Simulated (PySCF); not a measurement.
SnHI3.
SMILES: `[SnH]([I])([I])[I]`

Method: TDDFT wB97X-D/def2-SVPD, vertical, gas phase, core orbitals frozen in the response, def2 core potentials past Kr (PySCF 2.14.0, density-fitted response routines). Geometry: PBE0-D3(BJ)/def2-SVP; no solvent, vibrations or thermal averaging. Spin–orbit coupling is left out.

```
state  λ (nm)  E (eV)       f  symmetry  main configurations (H = HOMO, L = LUMO)
   S1   323.7    3.83  0.0000         –                                 H→L (95%)
   S2   305.6    4.06   0.029         E                          H-2/H-1→L (≥88%)
   S3   305.2    4.06   0.030         E                          H-2/H-1→L (≥88%)
   S4   295.1    4.20   0.016        A1                               H-3→L (93%)
   S5   287.9    4.31   0.023         E                               H-5→L (80%)
   S6   287.8    4.31   0.024         E                               H-4→L (80%)
   S7   212.0    5.85   0.012         E                  H→L+1 (68%), H-7→L (22%)
   S8   211.8    5.85   0.013         E                  H→L+2 (66%), H-6→L (23%)
   S9   205.8    6.02  0.0054        A1    H-2/H-1→L+1 (≥49%), H-2/H-1→L+2 (≥36%)
  S10   203.8    6.08  0.0001         –    H-2/H-1→L+1 (≥55%), H-2/H-1→L+2 (≥38%)
```

Triplets (Tamm–Dancoff): T1 3.49 eV, H→L (92%); T2 3.60 eV, H-2/H-1→L (≥91%); T3 3.61 eV, H-2/H-1→L (≥91%).

The lowest singlet lies at 3.83 eV (324 nm, ultraviolet) and is dark (f under 0.0005); its leading configuration is HOMO→LUMO (95%). The strongest level in the table is S2/S3 at 4.06 eV (306 nm, f = 0.059 summed). S2/S3, S5/S6 and S7/S8 lie within about 0.01 eV of each other in each set; the point group C3v has degenerate representations, and within a degenerate level the listed configurations can mix freely. Löwdin shares by element: HOMO iodine 100%; LUMO iodine 67%, tin 24%. Orbital energies (eV): HOMO-3 -9.85, HOMO-2 -9.68, HOMO-1 -9.68, HOMO -9.52, LUMO -1.58, LUMO+1 0.38, LUMO+2 0.39. The listed states span 2.25 eV, and the widest gap between neighbours is 1.54 eV (S6 to S7). The vertical ionisation energy (ΔSCF) is 9.71 eV, 3.63 eV above S10. Symmetry labels in C3v follow from the direction of the transition dipole and are given only for states with f of 0.002 or more. Orbitals of the list HOMO-3 to LUMO+2 that lie within 0.01 eV of each other are written together with a slash and their weights summed (≥ marks a lower bound); for degenerate orbitals outside that list single weights are arbitrary. Singlets were solved by full linear response, triplets in the Tamm–Dancoff approximation.
